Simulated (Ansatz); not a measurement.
Reaction (ligand exchange at a Mo–F bond): `[F][Mo](=[S])(=[S])[Cl]` + HCl → `[S]=[Mo](=[S])([Cl])[Cl]` + H–F

Calculated with Ansatz (gas phase, PBE0-D4/def2-TZVP geometries, no zero-point term in ΔE). CBS: MP2 limit from def2 TZ/QZ plus the TZ coupled-cluster correction, frozen cores. This one scheme is used for every species. DFT in def2-TZVPP. def2 core potentials past Kr. For Mo outer-core shells are correlated without core-valence functions, which leaves a few kJ/mol of doubt a bond.

Is it downhill or uphill in electronic energy at CCSD(T)/CBS, and by how much? (Estimate.)

Computed: Downhill: ΔE = -27.6 kJ/mol.

What do these levels give: BHLYP-D4, r2SCAN, BHLYP, RPA@PBE/def2-TZVPP, MP2/def2-TZVPP, HF/def2-QZVPP? (Estimate.)

Computed: BHLYP-D4 -18.8, r2SCAN -7.2, BHLYP -9.9, RPA@PBE/def2-TZVPP -15.2, MP2/def2-TZVPP -53.2, HF/def2-QZVPP -6.9 kJ/mol.

Largest T1 diagnostic among the species: 0.024, so the coupled-cluster value is less sure than usual.

The D4 term adds −8.5 kJ/mol with B3LYP and −4.6 kJ/mol with PBE0; it sums over pairs of atoms, weighted by their polarisabilities, and B3LYP, whose exchange is more repulsive, gets the larger term. Leaving LDA and LC-ωPBE aside and taking each functional with its dispersion term where it has one, the values, not all of them listed here, spread over 27.7 kJ/mol, from PBE-QIDH to ωB97X-V. LDA lies −5.4 kJ/mol from PBE without D4.

B3LYP here is the variant with VWN-RPA as its local correlation; programs differ in this.
